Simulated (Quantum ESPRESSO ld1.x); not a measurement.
Question: Species: the osmium ion Os4+. Configuration: [Kr] 4d10 4f14 5s1 5p6 5d4 6s1 (not the ground configuration). All-electron calculation, Dirac Kohn-Sham, revPBE, spin-unpolarised, spherical densities, point nucleus; open shells fill j = l - 1/2 first. Program: ld1.x of Quantum ESPRESSO 7.5. Some entries of the table are withheld. Estimate them.

| orbital | occ. | eigenvalue (Ry) | <r^2> (bohr^2) | r(max) (bohr) |
|---|---|---|---|---|
| 1s1/2 | 2 | -5426.21 | 0.0004332 | 0.01102 |
| 2s1/2 | 2 | -947.643 | 0.006581 | 0.06358 |
| 2p1/2 | 2 | -907.277 | 0.004684 | 0.04710 |
| 2p3/2 | 4 | -794.721 | 0.005880 | 0.05415 |
| 3s1/2 | 2 | -223.575 | (1) | 0.1790 |
| 3p1/2 | 2 | -205.561 | 0.03925 | 0.1674 |
| 3p3/2 | 4 | -181.012 | 0.04577 | 0.1818 |
| 3d3/2 | 4 | -150.922 | 0.03532 | 0.1421 |
| 3d5/2 | 6 | -145.606 | 0.03711 | 0.1461 |
| 4s1/2 | 2 | -50.3326 | 0.2105 | 0.4052 |
| 4p1/2 | 2 | (2) | (3) | 0.4044 |
| 4p3/2 | 4 | (4) | (5) | 0.4344 |
| 4d3/2 | 4 | -24.6359 | 0.2692 | 0.4295 |
| 4d5/2 | 6 | -23.5675 | 0.2817 | 0.4389 |
| 5s1/2 | 1 | -10.5274 | 1.103 | 0.9096 |
| 5p1/2 | 2 | -8.14734 | 1.296 | 0.9658 |
| 4f5/2 | 6 | -7.89002 | (6) | 0.4031 |
| 4f7/2 | 8 | -7.68215 | (7) | 0.4078 |
| 5p3/2 | 4 | -7.18744 | 1.514 | 1.043 |
| 5d3/2 | 4 | -3.91213 | 2.451 | 1.249 |
| 5d5/2 | 0 | -3.79841 | 2.569 | 1.279 |
| 6s1/2 | 1 | -3.14949 | 5.741 | 2.099 |

Answer: 
(1) 3s1/2 <r^2> (bohr^2): 0.04288
(2) 4p1/2 eigenvalue (Ry): -42.7775
(3) 4p1/2 <r^2> (bohr^2): 0.2162
(4) 4p3/2 eigenvalue (Ry): -37.0129
(5) 4p3/2 <r^2> (bohr^2): 0.2504
(6) 4f5/2 <r^2> (bohr^2): 0.3682
(7) 4f7/2 <r^2> (bohr^2): 0.3788
